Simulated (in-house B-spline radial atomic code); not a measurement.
A calculation on neutral mercury (an excited or competing configuration): its settings, and results tabulated from the run. Method: Dirac-Hartree-Fock, average of configuration, Fermi nucleus of rms radius 5.4648 fm. Calculated with a B-spline radial code for spherical atoms.

Command:
```bash
python run_scf.py task.json out
```
Settings (nuclear radius in fm, mass in u):
```
Z                80
configuration    [Kr] 4d10 4f14 5s2 5p5 5d10 6s2 7g1
hamiltonian      dirac
method           hf
spin_polarised   False
nucleus          fermi
rms_radius       5.4648
atomic_mass      201.97064
speed_of_light   137.035999084
```

Output (hartree, bohr):
```
 radial grid: 94 intervals, B-splines of order 8, outer radius 245.7 bohr

 iter        energy (Eh)    residual
    1      -19644.560421    9.33e-01
    2      -19645.087623    1.85e-01
    3      -19645.956330    1.59e-02
    4      -19645.957943    7.39e-03
    5      -19645.958191    9.69e-04
    6      -19645.958211    3.19e-04
    7      -19645.958213    2.63e-05
    8      -19645.958213    4.52e-06
    9      -19645.958213    1.38e-06
   10      -19645.958213    3.66e-07

 total energy                    -19645.95821
 kinetic                           22640.4653
 electron-nucleus                 -49514.3776
 electron-electron                  7227.9540

 first-order corrections (not in the total)
   Gaunt                            25.3452
   retardation                      -2.6872
   frequency dependence             -0.4963
   self-energy                      18.9976
   Uehling                          -3.9093
   Wichmann-Kroll                    0.1739
   recoil                            0.0321

 orbital      occ     eigenvalue          <r>       <r^2>       <1/r>       <r^4>     <1/r^2>       r_max    small
 1s1/2      2.000     -3074.8518    0.0165905 0.000380883     97.4982  3.9992e-07     23711.7     0.01023  9.25e-02
 2s1/2      2.000      -550.8477    0.0692168  0.00573511     24.0265 5.78864e-05     3383.68     0.05932  2.13e-02
 2p1/2      2.000      -527.4523    0.0569996  0.00406438     23.9387 3.45254e-05      1063.8     0.04368  2.13e-02
 2p3/2      4.000      -455.7522    0.0656314  0.00524637     19.4013 5.40959e-05     514.856     0.05113  1.89e-02
 3s1/2      2.000      -133.6981     0.179787   0.0371229     8.82995  0.00208974     775.663      0.1668  7.14e-03
 3p1/2      2.000      -123.2216     0.170408   0.0339112     8.72781  0.00182922     249.303      0.1558  7.07e-03
 3p3/2      4.000      -107.1280      0.18612   0.0402468      7.5499  0.00254706     122.807      0.1708  6.38e-03
 3d3/2      4.000       -90.0232     0.162245   0.0309141     7.42943  0.00169482     69.2497      0.1331  6.24e-03
 3d5/2      6.000       -86.6066      0.16704   0.0326401     7.16237  0.00187094      63.297      0.1372  6.05e-03
 4s1/2      2.000       -31.2275      0.39902    0.179743     3.72027   0.0465852     196.313      0.3762  2.40e-03
 4p1/2      2.000       -26.6997     0.401825    0.183767     3.60573   0.0500122     62.0961      0.3748  2.31e-03
 4p3/2      4.000       -22.7643     0.434321    0.214445     3.21646   0.0680584     31.1109      0.4048  2.06e-03
 4d3/2      4.000       -15.3778      0.44129    0.224973     3.01546   0.0799532     16.4926      0.3977  1.86e-03
 4d5/2      6.000       -14.6342     0.452185    0.235991      2.9223   0.0878552     15.0572      0.4072  1.79e-03
 4f5/2      6.000        -5.0511     0.475735     0.27183     2.56025    0.146657     8.12208      0.3657  1.42e-03
 4f7/2      8.000        -4.8903      0.48213    0.279135     2.52441    0.154716     7.88077      0.3703  1.39e-03
 5s1/2      2.000        -5.5777      0.90942    0.927063     1.49857     1.24718     38.8691      0.8325  5.94e-04
 5p1/2      1.667        -4.0595     0.978816     1.08195      1.3781     1.76167      11.354      0.8779  5.17e-04
 5p3/2      3.333        -3.3581      1.06684     1.28621     1.23969     2.50625     5.69735      0.9515  4.43e-04
 5d3/2      4.000        -1.0994      1.37076     2.18809    0.953673       8.349     2.13988       1.121  2.72e-04
 5d5/2      6.000        -1.0180      1.42406     2.36563    0.915059     9.83709     1.90642       1.157  2.52e-04
 6s1/2      2.000        -0.6602      2.50815     7.13125    0.509191     79.1078     4.50642       2.144  8.13e-05
 7g7/2      0.444        -0.0102       63.499     4556.88   0.0204089 2.78563e+07  0.00064797       70.51  2.72e-07
 7g9/2      0.556        -0.0102      63.4991     4556.89   0.0204089 2.78565e+07 0.000647968       70.51  2.72e-07
```

Run time, properties included: 11 s on 1 thread of Intel(R) Xeon(R) 6975P-C (shared host).

For the Dirac Hamiltonian the kinetic term is c α·p + (β - 1)c².
